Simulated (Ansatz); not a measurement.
Consider the formal hydrolysis of a C–C bond: `C#CBCC` + H₂O → `C#CBCO` + CH₄.

Calculated with Ansatz (gas phase, PBE0-D4/def2-TZVP geometries, no zero-point term in ΔE). CCSD(T)/CBS adds triple-zeta CCSD(T) − MP2 to the extrapolated MP2 energy (def2 sets, frozen cores). This one scheme is used for every species. Each species was taken in one conformer, which may not be the lowest.

`C#CBCC`:

```xyz
12

C    -3.023    0.946    0.438
C    -1.904    0.739    0.029
B    -0.499    0.488   -0.474
C     0.436   -0.552    0.210
C     1.922   -0.456   -0.107
H    -4.010    1.132    0.794
H    -0.143    1.085   -1.452
H     0.037   -1.516   -0.155
H     0.253   -0.591    1.290
H     2.097   -0.466   -1.185
H     2.487   -1.283    0.331
H     2.348    0.473    0.281
```

H₂O:

Z-matrix (Å, degrees):
```
O
H 1 0.960
H 1 0.960 2 105.1
```

`C#CBCO`:

Cartesian coordinates in Å:
```
C 0.164 -2.017 -1.244
C 0.440 -1.183 -0.413
B 0.706 -0.085 0.591
C -0.203 1.173 0.625
O -1.269 1.267 -0.291
H -0.057 -2.769 -1.967
H 1.613 -0.176 1.363
H -0.588 1.265 1.656
H 0.459 2.051 0.518
H -1.265 0.476 -0.837
```

CH₄:

```xyz
5

C     0.000    0.000    0.000
H    -0.197   -0.331    1.019
H     0.291    1.050    0.009
H    -0.900   -0.123   -0.602
H     0.806   -0.596   -0.426
```

```
         level  ΔE (kJ/mol)
MP2/def2-QZVPP         49.6
 MP2/CBS(def2)         50.8
```

Q: What does CCSD(T)/CBS give? (An estimate is asked.)

A: The calculation gave: +45.5 kJ/mol. The listed levels differ from it by 4.1, 5.3 kJ/mol.

Q: What do rigid-rotor, harmonic-oscillator terms from PBE0-D4/def2-TZVP frequencies (298.15 K, 1 bar) make of the CCSD(T)/CBS value? (Best estimate.)

A: Computed: ΔZPE = -0.3 kJ/mol, ΔH = +44.4 kJ/mol, ΔS = -11 J/(mol·K), ΔG = +47.5 kJ/mol.

Largest T1 diagnostic among the species: 0.013.

From r2SCAN to r2SCAN0 (25 % exact exchange), in def2-TZVPP and without D4, ΔE moves by +4.3 kJ/mol. Leaving LDA and LC-ωPBE aside and taking each functional with its dispersion term where it has one, the values, not all of them listed here, spread over 13.9 kJ/mol, from BLYP-D4 to PBE-QIDH.

CCSD(T)/CBS has its own doubt, a few kJ/mol and more with outer-core shells, so smaller differences from it don't rank the levels.
